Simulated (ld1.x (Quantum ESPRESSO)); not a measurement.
Ranking RRKJ potentials for carbon (C)

All share these settings but for the change named:

ld1.x (Quantum ESPRESSO) 7.5 input, shortened:

```
&input
   title='C', zed=6., rel=0, dft='PBE', iswitch=3,
   config='[He] 2s2 2p2 3d-2'
 /
 &inputp
   pseudotype=2, tm=.false., rho0=0.02, lloc=2,
   nlcc=.true., new_core_ps=.true., rcore=0.60
 /
3
2S  1  0   2.00   0.00  0.95  0.95  0.0
2P  2  1   2.00   0.00  2.65  2.65  0.0
3D  3  2  -2.00   0.05  2.35  2.35  0.0
 &test
   configts(1)='2s2 2p2'
 /
```

Test errors are all-electron minus pseudo excitation energies from the reference, over 2s2 2p1; 2s2 2p0; 2s1 2p0; 2s0 2p4; 2s1 2p2; 2s2 2p2.3; 2s2 2p1.5. None of these files shows a bound ghost.

The base gives 1987.9 meV.

Of 10 variants that were run, those that failed, showed a ghost or another fault, or gave nearly equal values are left out.

Question: Rank these variants by their largest absolute test error, smallest first.
A. wave 2p (bound): rc 2.65 bohr becomes 2p (bound): rc 3.50 bohr
B. wave 2p (bound): rc 2.65 bohr becomes 2p (bound): rc 3.78 bohr
C. wave 2p (bound): rc 2.65 bohr becomes 2p (bound): rc 3.00 bohr
D. wave 2p (bound): rc 2.65 bohr becomes 2p (bound): rc 1.92 bohr
E. wave 2p (bound): rc 2.65 bohr becomes 2p (bound): rc 2.54 bohr

Answer: D (651.6 meV), E (1674.4 meV), C (3008.7 meV), A (4752.9 meV), B (5855.8 meV).
